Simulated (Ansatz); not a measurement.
Gas-phase electronic energies from Ansatz, PBE0-D4/def2-TZVP geometries. CBS: MP2 limit from def2 TZ/QZ plus the TZ coupled-cluster correction, frozen cores. This one scheme is used for every species. DFT in def2-TZVPP. def2 core potentials past Kr. For In outer-core shells are correlated without core-valence functions, which leaves a few kJ/mol of doubt a bond. Each species was taken in one conformer, which may not be the lowest.

Reaction (ligand exchange at the In–N bond): `C[N](C)[In]([Cl])[Cl]` + H–F → `[F][In]([Cl])[Cl]` + `CNC`

```tsv
species	LDA (SPW92) energy (Eh)
`C[N](C)[In]([Cl])[Cl]`	-1240.79894
H–F	-99.83933
`[F][In]([Cl])[Cl]`	-1206.66042
`CNC`	-133.98651
```

Q: Work out ΔE.

A: ΔE = (-1206.66042) + (-133.98651) − (-1240.79894) − (-99.83933) = -0.00866 Eh = -22.7 kJ/mol. CCSD(T)/CBS gives -23.3 kJ/mol.

Q: What do rigid-rotor, harmonic-oscillator terms from PBE0-D4/def2-TZVP frequencies (298.15 K, 1 bar) make of the CCSD(T)/CBS value? (Best estimate.)

A: The calculation gave: ΔZPE = +8.9 kJ/mol, ΔH = -19.3 kJ/mol, ΔS = 14 J/(mol·K), ΔG = -23.6 kJ/mol.

Largest T1 diagnostic among the species: 0.014.

From BLYP to BHLYP (50 % exact exchange), in def2-TZVPP and without D4, ΔE moves by +4.9 kJ/mol. The D4 term adds +13.3 kJ/mol with B3LYP and +7.8 kJ/mol with PBE0; it sums over pairs of atoms, weighted by their polarisabilities, and B3LYP, whose exchange is more repulsive, gets the larger term.

B3LYP here is the variant with VWN-RPA as its local correlation; programs differ in this.
